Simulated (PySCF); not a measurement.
Bonds: B1-C2, B1-C9, B1-Si16, C2-C3, C9-C10. C2 carries H4, H5; C3 carries H6, H7, H8; C9 carries H11, H12; C10 carries H13, H14, H15; Si16 carries H17, H18, H19.

Gas phase, no relativistic terms, one averaged value for each set of equivalent atoms, one computed conformer. Coordinates at the PBE0-D3(BJ)/def2-SVP level; NMR shieldings at KT2/pcSseg-1/GIAO; PySCF 2.14.

Chemical shifts δ = σref − σ; ¹³C, ¹H, ²⁹Si against TMS; BF3·OEt2 for ¹¹B, all at this level.

| atoms | nucleus | count | δ (ppm) |
| --- | --- | --- | --- |
| H17/H18/H19 | ¹H | 3 | 3.54 |
| Si16 | ²⁹Si | 1 | -109.4 |
| B1 | ¹¹B | 1 | ? |
| H6/H7/H8/H13/H14/H15 | ¹H | 6 | ? |
| C3/C10 | ¹³C | 2 | 5.5 |
| H4/H5/H11/H12 | ¹H | 4 | 1.79 |
| C2/C9 | ¹³C | 2 | 29.8 |

Question: Fill in the missing shifts.

Answer: 
- H6/H7/H8/H13/H14/H15: 0.89 ppm, hydrogen on a carbon bonded to C
- B1: 97.3 ppm, boron bonded to 2 C, Si

A carbon bonded to boron is broadened by the quadrupolar boron nucleus and is often missing from a measured spectrum. Shifts are as computed. Against solution values, carbons near 30 ppm lie about +2 ppm off and those near 130 ppm about -5 ppm. Of 1211 compounds with measured shifts, 218 miss one by over three times the rms of a fit or turn the order of signals round; such compounds aren't used in these exercises.
